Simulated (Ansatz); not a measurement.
The same bond dissociation along the group Al, Ga, In.

Isolated molecules relaxed with PBE0-D4/def2-TZVP in Ansatz; ΔE leaves out vibrations. CBS: MP2 limit from def2 TZ/QZ plus the TZ coupled-cluster correction, frozen cores. This one scheme is used for every species. Functionals use def2-TZVPP. Open shells (•) are unrestricted, without spin–orbit coupling. def2 core potentials past Kr. For Ga, In outer-core shells are correlated without core-valence functions, which leaves a few kJ/mol of doubt a bond. Scalar relativity is left out up to krypton. One conformer a species, not always the lowest.

| reaction | ωB97X-V (kJ/mol) |
| --- | --- |
| `CC(C)[O][AlH][F]` → `[F][AlH]`• + `CC(C)[O]`• | 500 |
| `CC(C)[O][GaH][F]` → `[F][GaH]`• + `CC(C)[O]`• | 407 |
| `CC(C)[O][InH][F]` → `[F][InH]`• + `CC(C)[O]`• | 320 |

Q: Give the CCSD(T)/CBS values in the same order. (An estimate is asked.)

A: Ansatz gave: 519, 433, 347 kJ/mol.

Largest T1 diagnostic: 0.021, for `[F][InH]`•.
